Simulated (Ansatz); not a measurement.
`OB(F)[SiH2]Br` → `OB(F)Br` + `[SiH2]` at 298.15 K and 1 bar (silylene formation by 1,1-elimination).

Isolated molecules relaxed with PBE0-D4/def2-TZVP in Ansatz; ΔE leaves out vibrations. CBS: MP2 limit from def2 TZ/QZ plus the TZ coupled-cluster correction, frozen cores. This one scheme is used for every species. For Br outer-core shells are correlated without core-valence functions, which leaves a few kJ/mol of doubt a bond. Scalar relativity is left out up to krypton. One conformer a species, not always the lowest.

```json
{"species": "`OB(F)[SiH2]Br`", "CCSD(T)/CBS energy (Eh)": "-3064.11870", "H − E (kJ/mol)": "126.5", "S (J/(mol·K))": "354.8"}
{"species": "`OB(F)Br`", "CCSD(T)/CBS energy (Eh)": "-2773.83630", "H − E (kJ/mol)": "73.3", "S (J/(mol·K))": "295.9"}
{"species": "`[SiH2]`", "CCSD(T)/CBS energy (Eh)": "-290.19011", "H − E (kJ/mol)": "40.6", "S (J/(mol·K))": "207.5"}
```

H − E and S are ideal-gas, rigid-rotor, harmonic terms from PBE0-D4/def2-TZVP, for one conformer and one mirror image of each species. 1 Eh = 2625.50 kJ/mol, R = 8.31446 J/(mol·K).

Q: By hand: ΔE, ΔH, ΔS and ΔG.

A: ΔE = (-2773.83630) + (-290.19011) − (-3064.11870) = 0.09229 Eh = 242.3 kJ/mol. Δ(H − E) = 73.3 + 40.6 − 126.5 = -12.6, so ΔH = 229.7 kJ/mol. ΔS = 295.9 + 207.5 − 354.8 = 148.6 J/(mol·K). ΔG = 229.7 − 298.15 × (148.6)/1000 = 185.4 kJ/mol.

Q: By hand: the equilibrium constant, and the temperature at which ΔG would vanish if ΔH and ΔS stayed fixed.

A: log₁₀ K = −ΔG/(RT ln 10) = -32.5. ΔG = 0 at ΔH/ΔS = 1546 K.

The number of gas molecules changes by +1, which sets the sign of ΔS. A doubt of 5 kJ/mol in ΔE shifts log₁₀ K by 0.9 here. Other conformers and mirror images would add mixing entropy, several J/(mol·K) or more a flexible species. Modes under 60 cm⁻¹, often nearly free rotors, make the harmonic entropy too high. These are equilibria of isolated gas molecules and say nothing of rates. Largest T1 diagnostic: 0.014 (customary marks: 0.02 for closed shells, 0.045 for open ones).
